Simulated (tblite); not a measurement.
C4H11GeNSi.
Atom-mapped SMILES: `[GeH3:1][NH:2][C@H:3]1[CH:4]=[CH:5][CH2:6][SiH2:7]1` (hydrogens: H8, H9, H10 on Ge1; H11 on N2; H12 on C3; H13 on C4; H14 on C5; H15, H16 on C6; H17, H18 on Si7)

Computed with GFN2-xTB (tblite), gas phase: L-BFGS steps from a force-field or distance-geometry start until the largest atomic force falls under 0.01 eV/Å.

Step 14: E = -563.2737 eV
```
atom  x, y, z in Å  |  force x, y, z in eV/Å
Ge1    -2.8885   -0.6170   -0.3145    0.091   0.016   0.057
N2     -1.4307   -0.3601    0.7577    0.057  -0.053  -0.020
C3     -0.0494   -0.4442    0.2759    0.015  -0.015  -0.026
C4      0.2523    0.5413   -0.8146    0.053  -0.004  -0.050
C5      1.4840    1.0231   -0.8862   -0.069  -0.049  -0.038
C6      2.4641    0.5911    0.1661   -0.019   0.005   0.026
Si7     1.3065    0.0029    1.5606   -0.088  -0.055   0.018
H8     -3.7914    0.5686   -0.1581    0.004  -0.004   0.012
H9     -3.6373   -1.8570    0.0837   -0.053   0.012  -0.026
H10    -2.4859   -0.7386   -1.7480   -0.005  -0.033  -0.036
H11    -1.5110   -0.8759    1.6263    0.003   0.084  -0.015
H12     0.1654   -1.4457   -0.1461   -0.040   0.021   0.090
H13    -0.5326    0.7847   -1.5163   -0.009   0.032  -0.015
H14     1.8162    1.6919   -1.6661   -0.033   0.010  -0.018
H15     3.0709   -0.2375   -0.2085    0.042   0.056  -0.023
H16     3.1491    1.3989    0.4188    0.006  -0.015   0.034
H17     1.7580   -1.1327    2.3671    0.037  -0.021  -0.026
H18     0.8515    1.1124    2.3963    0.008   0.013   0.057
```

Step 15: E = -563.2758 eV
```
atom  x, y, z in Å  |  force x, y, z in eV/Å
Ge1    -2.8863   -0.6182   -0.3159    0.022  -0.002   0.074
N2     -1.4317   -0.3642    0.7552    0.090  -0.030  -0.011
C3     -0.0505   -0.4464    0.2765    0.062   0.013  -0.045
C4      0.2529    0.5377   -0.8149    0.041   0.036  -0.062
C5      1.4829    1.0231   -0.8890   -0.023  -0.053  -0.006
C6      2.4634    0.5930    0.1641   -0.025  -0.013   0.057
Si7     1.3059    0.0019    1.5597   -0.062  -0.049   0.035
H8     -3.7893    0.5670   -0.1576    0.006   0.007   0.009
H9     -3.6452   -1.8540    0.0795   -0.037   0.011  -0.024
H10    -2.4880   -0.7407   -1.7486    0.014  -0.032  -0.058
H11    -1.5088   -0.8654    1.6317   -0.022   0.067  -0.008
H12     0.1679   -1.4461   -0.1455   -0.043  -0.012   0.087
H13    -0.5307    0.7850   -1.5154   -0.045   0.022  -0.036
H14     1.8157    1.6923   -1.6689   -0.053  -0.005  -0.007
H15     3.0726   -0.2347   -0.2097    0.037   0.065  -0.020
H16     3.1468    1.4011    0.4212   -0.002  -0.017   0.018
H17     1.7596   -1.1329    2.3679    0.033  -0.015  -0.041
H18     0.8541    1.1076    2.4037    0.008   0.006   0.037
```

Step 16: E = -563.2779 eV
```
atom  x, y, z in Å  |  force x, y, z in eV/Å
Ge1    -2.8836   -0.6197   -0.3161   -0.047  -0.019   0.052
N2     -1.4309   -0.3692    0.7520    0.087   0.007  -0.001
C3     -0.0504   -0.4483    0.2763    0.085   0.035  -0.051
C4      0.2537    0.5346   -0.8163    0.007   0.052  -0.061
C5      1.4818    1.0224   -0.8919    0.036  -0.037   0.024
C6      2.4623    0.5948    0.1631   -0.026  -0.026   0.069
Si7     1.3043   -0.0002    1.5594   -0.013  -0.021   0.044
H8     -3.7869    0.5656   -0.1571    0.013   0.016   0.008
H9     -3.6549   -1.8508    0.0745   -0.016   0.013  -0.018
H10    -2.4901   -0.7434   -1.7502    0.024  -0.027  -0.050
H11    -1.5073   -0.8523    1.6377   -0.034   0.048   0.004
H12     0.1701   -1.4467   -0.1437   -0.030  -0.055   0.067
H13    -0.5297    0.7852   -1.5149   -0.069   0.009  -0.051
H14     1.8142    1.6925   -1.6719   -0.061  -0.019   0.004
H15     3.0751   -0.2303   -0.2114    0.027   0.065  -0.009
H16     3.1444    1.4035    0.4237   -0.017  -0.018   0.007
H17     1.7619   -1.1334    2.3685    0.028  -0.017  -0.051
H18     0.8571    1.1022    2.4125    0.007  -0.006   0.013
```

Problem. Estimate the geometry and energy of step 17. (The exact step hangs on the optimiser's Hessian estimate; all steps are aligned on step 16, rigid shifts and turns removed.)

Solution. E = -563.2800 eV, largest force 0.093 eV/Å
```
atom  x, y, z in Å  |  force x, y, z in eV/Å
Ge1    -2.8817   -0.6217   -0.3155   -0.081  -0.026   0.005
N2     -1.4287   -0.3744    0.7486    0.049   0.044   0.003
C3     -0.0486   -0.4498    0.2751    0.071   0.038  -0.040
C4      0.2545    0.5324   -0.8188   -0.032   0.041  -0.046
C5      1.4814    1.0211   -0.8944    0.071  -0.009   0.043
C6      2.4608    0.5963    0.1634   -0.018  -0.028   0.057
Si7     1.3026   -0.0028    1.5599    0.038   0.013   0.038
H8     -3.7842    0.5646   -0.1565    0.018   0.024   0.007
H9     -3.6656   -1.8476    0.0690    0.002   0.007  -0.007
H10    -2.4918   -0.7466   -1.7525    0.026  -0.021  -0.017
H11    -1.5064   -0.8376    1.6440   -0.031   0.032   0.009
H12     0.1722   -1.4482   -0.1409   -0.008  -0.084   0.038
H13    -0.5300    0.7853   -1.5155   -0.069  -0.005  -0.054
H14     1.8115    1.6922   -1.6749   -0.052  -0.025   0.014
H15     3.0783   -0.2245   -0.2132    0.018   0.052   0.006
H16     3.1416    1.4057    0.4261   -0.031  -0.011   0.005
H17     1.7648   -1.1342    2.3682    0.025  -0.027  -0.053
H18     0.8605    1.0962    2.4220    0.003  -0.016  -0.007
```

The energy changes by -0.0020 eV. The first-order estimate −F·Δx gives -0.0028 eV and the mean of the old and new forces, exact on a quadratic surface, -0.0021 eV. The step makes an angle of 69° with the force vector and moves no atom by more than 0.016 Å.

What follows is the cost of the whole relaxation. On one thread, Intel Xeon Platinum 8375C at 2.90 GHz (x86_64), no GPU, shared host with 128 logical CPUs at a one-minute load of 38, this took 2.1 s wall.
